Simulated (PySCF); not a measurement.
## Dipole moment and polarisability of `O=[S@@]1CCC[C@@H](S)C1`

Species: C5H10OS2.
Geometry (GFN2-xTB, Å), atoms numbered from 1 in this order:
```
atom  x, y, z in Å
O1     0.094    1.240    2.196
S2     0.505   -0.151    2.009
C3     1.746   -0.119    0.630
C4     1.218    0.738   -0.502
C5     0.001    0.104   -1.173
C6    -1.157   -0.031   -0.192
S7    -2.642   -0.731   -1.044
C8    -0.820   -0.933    0.969
H9     2.657    0.303    1.051
H10    1.926   -1.151    0.337
H11    0.938    1.710   -0.086
H12    2.002    0.900   -1.245
H13   -0.308    0.725   -2.017
H14    0.259   -0.884   -1.564
H15   -1.448    0.949    0.199
H16   -2.842    0.312   -1.847
H17   -0.453   -1.906    0.649
H18   -1.684   -1.068    1.619
```

Level: PBE0/def2-SVPD (PySCF), static field, nuclei fixed, core orbitals frozen in the response. The polarisability tensor in these axes (au):

```
x   114.20   6.75   9.79
y     6.75  88.60   2.41
z     9.79   2.41 104.48
```

Give the principal values, the mean and the anisotropy Δα = √{½[(α1 − α2)² + (α2 − α3)² + (α1 − α3)²]}.

Principal values 86.93, 98.60 and 121.75 au; mean 102.43 au = 15.18 Å³ = 16.89 × 10⁻⁴⁰ C²·m²/J; Δα = 30.70 au (30 % of the mean).

What is the dipole moment, and where does it point?

(1.95, -1.44, -2.18) D, 3.26 D in size, pointing from the negative to the positive side. Measured along this direction, the outermost atoms are O1 at the negative end and H12 and H14 at the positive end.

Traceless (Buckingham) quadrupole moment about the centre of nuclear charge: eigenvalues?

-15.56, 5.08, 10.48 D·Å. The values depend on the origin, since the dipole doesn't vanish. The electronic extent ⟨r²⟩ about the same centre is 1438 bohr², a root-mean-square distance of 2.24 Å for the 80 electrons.

Molar refractivity from α?

Lorentz–Lorenz: R = (4π/3)N_A α = 2.5225 cm³/(mol·Å³) × 15.18 Å³ = 38.3 cm³/mol, in the limit of long wavelengths.

Give the principal axes and the span of the nuclei along them.

Largest value along (0.84, 0.21, 0.50), where the nuclei span 6.07 Å; middle along (-0.49, -0.12, 0.86), 4.52 Å; least along (-0.24, 0.97, 0.00), 3.17 Å. The response follows the extents in order.

In a dilute gas of rigid molecules at 500 K, how does the orientational term μ²/3kT compare with the electronic polarisability?

In Gaussian units μ²/3kT = 51.22 Å³ against 15.18 Å³, a ratio of 3.37; the Debye molar polarisation (4π/3)N_A(α + μ²/3kT) is 167.5 cm³/mol, leaving out the vibrational part.

Isolated species at its GFN2-xTB geometry (one conformer only).
